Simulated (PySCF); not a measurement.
A calculated (M06-L, PySCF 2.14, x2c-QZVPPall with one added diffuse shell each of s, p, d, f type, the spin-free X2C one-electron Hamiltonian (Gaussian nucleus)) atom or ion has these occupied shells.

```
shell  electrons  orbital energy (eV)  rms radius, mean of both spins (bohr)
   1s          2              -1818.0                                  0.129
   2s          2              -165.64                                  0.616
   2p          6              -119.02                                  0.602
   3s          2              -28.616                                   2.08
```

**Question.** Name the element and its charge.

**Answer.** Si²⁺ (silicon, charge +2), in [Ne] 3s2, closed-shell 1S.
